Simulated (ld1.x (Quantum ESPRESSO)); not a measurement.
**Pseudopotential generation for germanium (Ge): ultrasoft, PBEsol, scalar-relativistic.**

ld1.x (Quantum ESPRESSO) 7.5 was run on this input:

```
&input
   title='Ge', zed=32., rel=1, dft='PBESOL', iswitch=3,
   config='[Ar] 3d10 4s1.5 4p2.5',
   nld=3, rlderiv=2.50, eminld=-4.0, emaxld=5.0, deld=0.02
 /
 &inputp
   pseudotype=3, tm=.true., lloc=-1, rcloc=1.05,
   nlcc=.false.,
   which_augfun='PSQ', rmatch_augfun_nc=.true.,
   file_pseudopw='Ge.UPF', file_wfcaegen='ae.wfc', file_wfcncgen='nc.wfc', file_beta='beta', file_chi='chi', file_wfcusgen='us.wfc'
 /
6
4S  1  0   1.50   0.00  1.20  1.65  0.0
4S  1  0   0.00   0.70  1.20  1.65  0.0
4P  2  1   2.50   0.00  2.05  2.30  0.0
4P  2  1   0.00   3.30  2.05  2.30  0.0
3D  3  2  10.00   0.00  1.00  1.10  0.0
3D  3  2   0.00  -1.55  1.00  1.10  0.0
 &test
   configts(1)='3d10 4s1.5 4p2.5'
 /
```

Command:

```bash
ld1.x < Ge.in > Ge.out
```

The program printed (shortened: banner, matrices, multipoles, cross overlaps and the repeated all-electron block are left out):

```
Program LD1 v.7.5
     --------------------------- All-electron run ----------------------------

     Ge
     scalar relativistic calculation

     atomic number is 32.00
     dft =PBESOL   lsd =0 sic =0 latt =0  beta=0.20 tr2=1.0E-14
     Exchange-correlation= PBESOL
                           (   1   4  10   8   0   0   0)
     mesh =1207 r(mesh) = 100.41023 a.u. xmin = -7.00 dx = 0.01250
     1 Ry =  13.60569312 eV, c = 137.03599908

     n l     nl                  e(Ry)          e(Ha)          e(eV)
     1 0     1S 1( 2.00)      -805.0264      -402.5132    -10952.9419
     2 0     2S 1( 2.00)      -100.8051       -50.4026     -1371.5235
     2 1     2P 1( 6.00)       -88.1223       -44.0612     -1198.9655
     3 0     3S 1( 2.00)       -12.4236        -6.2118      -169.0314
     3 1     3P 1( 6.00)        -8.5507        -4.2754      -116.3383
     3 2     3D 1(10.00)        -2.2197        -1.1098       -30.2000
     4 0     4S 1( 1.50)        -0.8993        -0.4497       -12.2359
     4 1     4P 1( 2.50)        -0.3126        -0.1563        -4.2529

     final scf error:  6.3E-15 reached in  33 iterations

     Etot =   -4194.299072 Ry,   -2097.149536 Ha,  -57066.346042 eV

     Ekin =    4269.837987 Ry,    2134.918994 Ha,   58094.105336 eV
     Encl =  -10110.302219 Ry,   -5055.151110 Ha, -137557.669377 eV
     Eh   =    1801.970708 Ry,     900.985354 Ha,   24517.060468 eV
     Exc  =    -155.805548 Ry,     -77.902774 Ha,   -2119.842469 eV

     normalization and overlap integrals

     s(1S/1S) =  1.000000  <r> =   0.0470  <r2> =    0.0030  r(max) =   0.0309
     s(2S/2S) =  1.000000  <r> =   0.2102  <r2> =    0.0521  r(max) =   0.1754
     s(2P/2P) =  1.000000  <r> =   0.1838  <r2> =    0.0414  r(max) =   0.1418
     s(3S/3S) =  1.000000  <r> =   0.6247  <r2> =    0.4503  r(max) =   0.5402
     s(3P/3P) =  1.000000  <r> =   0.6473  <r2> =    0.4935  r(max) =   0.5402
     s(3D/3D) =  1.000000  <r> =   0.7355  <r2> =    0.6944  r(max) =   0.5012
     s(4S/4S) =  1.000000  <r> =   2.0988  <r2> =    5.0923  r(max) =   1.7277
     s(4P/4P) =  1.000000  <r> =   2.8265  <r2> =    9.5091  r(max) =   2.1908

     ------------------------ End of All-electron run ------------------------

     --------------------- Generating US pseudopotential ---------------------

      Generating local potential from pseudized AE potential:
      Matching radius rcloc =   1.0500

      Local pseudo, rcloc= 1.061 Estimated cut-off energy=    21.87 Ry
      Wfc-us  4S rcutus= 1.664  Estimated cut-off energy=    15.82 Ry
      Wfc-us  4S rcutus= 1.664  Estimated cut-off energy=    18.32 Ry
      Wfc-us  4P rcutus= 2.303  Estimated cut-off energy=    14.22 Ry
      Wfc-us  4P rcutus= 2.303  Estimated cut-off energy=    27.76 Ry
      Wfc-us  3D rcutus= 1.088  Estimated cut-off energy=    98.93 Ry
      Wfc-us  3D rcutus= 1.088  Estimated cut-off energy=   105.20 Ry

     Q pseudized with Bessel functions
     Expected ecutrho=     474.8799 due to l1=  2   l2=  2

     ------------------- End of pseudopotential generation -------------------

     Computing logarithmic derivative in   2.49811
     Computing logarithmic derivative in   2.49811
     Computing the partial wave expansion
     R is outside the sphere for l=    0 j= 0.00
     R is outside the sphere for l=    0 j= 0.00
     R is outside the sphere for l=    1 j= 0.00
     R is outside the sphere for l=    1 j= 0.00
     R is outside the sphere for l=    2 j= 0.00
     R is outside the sphere for l=    2 j= 0.00

     ---------------------- Testing the pseudopotential ----------------------

     Ge
     scalar relativistic calculation

     atomic number is 32.00   valence charge is 14.00
     dft =PBESOL   lsd =0 sic =0 latt =0  beta=0.20 tr2=1.0E-14
     mesh =1207 r(mesh) = 100.41023 xmin = -7.00 dx = 0.01250

     n l     nl             e AE (Ry)        e PS (Ry)    De AE-PS (Ry)
     3 2     3D   1(10.00)       -2.21966       -2.21967        0.00001
     1 0     4S   1( 1.50)       -0.89932       -0.89933        0.00000
     2 1     4P   1( 2.50)       -0.31258       -0.31258        0.00000

     eps = 1.3E-15  iter =  8

     Etot =   -4194.299072 Ry,   -2097.149536 Ha,  -57066.346042 eV
     Etotps =  -188.763539 Ry,     -94.381769 Ha,   -2568.258778 eV

     Ekin =      83.897758 Ry,      41.948879 Ha,    1141.487153 eV
     Encl =    -484.483027 Ry,    -242.241514 Ha,   -6591.727389 eV
     Ehrt =     171.555536 Ry,      85.777768 Ha,    2334.131979 eV
     Ecxc =     -22.914935 Ry,     -11.457467 Ha,    -311.773571 eV
     Epseu=      63.181129 Ry,      31.590564 Ha,     859.623049 eV

     ---------------------- End of pseudopotential test ----------------------
```

Note: ghost state, extra bound levels that the all-electron valence spectrum of the same l lacks: s at -52.7 eV. A true bound ghost makes a file unfit for plane-wave use.

Generation and configuration tests took about 2.2 s on one core of a shared server CPU.
